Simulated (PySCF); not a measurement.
C3H5NOSi, SMILES C1[Si@@H](C=NC=1)O. Geometry optimised at PBE-D3(BJ)/def2-SVP. The structure was generated by enumeration; whether it is a known compound was not checked. The values are those of a single conformer.

Computed equilibrium geometry at PBE-D3(BJ)/def2-SVP (PySCF confirms it by a frequency run) as a Z-matrix (one conformer of several):
```
Si
O 1 1.6825
H 2 0.9734 1 114.87
H 1 1.4993 2 104.34 3 -176.48
C 1 1.8773 4 114.66 2 -131.23
C 5 1.3575 1 106.10 4 -111.82
H 5 1.0989 6 122.11 1 -178.19
H 6 1.1039 5 124.80 7 0.60
N 6 1.4437 8 114.25 5 179.72
C 9 1.2956 6 113.18 8 178.90
H 10 1.1079 9 118.00 6 178.89
```
